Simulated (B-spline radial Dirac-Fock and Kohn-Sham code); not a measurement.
# Scattering functions of Ge¹⁸⁺

System: Ge¹⁸⁺ in the configuration [Ne] 3s2 3p2.

Level of theory: relativistic Hartree-Fock (Dirac-Fock) wave functions, averaged over the configuration; a B-spline atomic structure program. f₀ is the Fourier transform of the spherical electron density, S the Waller-Hartree incoherent function, and s = sin θ/λ. The electron scattering factor follows from the Mott-Bethe formula f_e = 0.023934 Å⁻¹·(Z − f₀)/s².

```
s (Å⁻¹)      f₀       S  f_e (Å)
      0  14.000   0.000        –
   0.05  13.970   0.040  172.608
    0.1  13.882   0.157   43.363
   0.15  13.738   0.347   19.426
    0.2  13.541   0.601   11.045
   0.25  13.297   0.910    7.162
    0.3  13.010   1.262    5.050
   0.35  12.688   1.644    3.773
    0.4  12.337   2.045    2.941
   0.45  11.964   2.453    2.368
    0.5  11.577   2.859    1.955
    0.6  10.785   3.638    1.410
    0.7  10.007   4.342    1.074
    0.8   9.275   4.961    0.850
    0.9   8.610   5.503    0.691
      1   8.019   5.983    0.574
    1.1   7.500   6.419    0.485
    1.2   7.044   6.825    0.415
    1.4   6.276   7.575    0.314
    1.6   5.627   8.266    0.247
    1.8   5.040   8.899    0.199
      2   4.491   9.473    0.165
    2.5   3.292  10.634    0.110
      3   2.420  11.435    0.079
    3.5   1.866  11.972    0.059
      4   1.537  12.346    0.046
      5   1.212  12.855    0.029
      6   1.034  13.208    0.021
```

f₀ starts at the number of electrons, 14, and has fallen to half at s ≈ 1.21 Å⁻¹. The sum of ⟨r²⟩ over the electrons is 1.610 bohr². For an ion f_e diverges as s goes to zero, because of the net charge.

Values without a named source are computed, but for edge energies of neutral atoms, which are taken from tables.
